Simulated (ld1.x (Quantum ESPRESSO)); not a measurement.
## Transferability test, TM potential for Mg

- Element: Mg
- Generator: ld1.x (Quantum ESPRESSO) 7.5
- Type: norm-conserving Troullier–Martins (Kleinman–Bylander form)
- Functional: LDA (PZ)
- Relativity: scalar-relativistic
- Frozen core: [He] 2s2
- Valence charge: 8
- Reference configuration: 2p6 3s2 3p0
- Partial waves: 2p (bound): rc 0.60 bohr; 3s (bound): rc 1.80 bohr
- Local potential: the s channel
- Core correction: none

Energies are relative to the spin-unpolarised reference configuration 2p6 3s2 3p0; without spin polarisation the order of configurations can differ from experiment. Spin-polarised rows fill each open shell by Hund’s rule, majority spin first. The frozen-core shift is the all-electron ΔE with the core orbitals held at their reference shape minus the fully relaxed ΔE.

| valence configuration | charge | ΔE all-electron (eV) | error AE − PS (meV) | frozen-core shift (meV) |
| --- | --- | --- | --- | --- |
| 2p6 3s1 3p0 | +1 | 8.074 | +5.2 | +0.6 |
| 2p6 3s0 3p0 | +2 | 23.122 | +28 | +5.8 |
| 2p6 3s1 3p1 | 0 | 3.523 | -527 | +0.2 |
| 2p6 3s0 3p1 | +1 | 12.465 | -985 | +1.7 |
| 2p5 3s2 3p0 | +1 | 58.645 | -950 | +353 |
| 2p6 3s1 3p0 (spin-polarised) | +1 | 7.753 | +10 | +0.8 |
| 2p6 3s1.5 3p0 (spin-polarised) | +0.5 | 3.135 | +1.8 | +0.1 |

(1) What are ΔE and the potential's error for 2p6 3s0 3p2?

(2) What are ΔE and the potential's error for 2p6 3s1.5 3p0?

Answers

(1) ΔE = 7.269 eV all-electron; the error (AE − PS) is -1309 meV.

(2) ΔE = 3.192 eV all-electron; the error (AE − PS) is +1.0 meV.
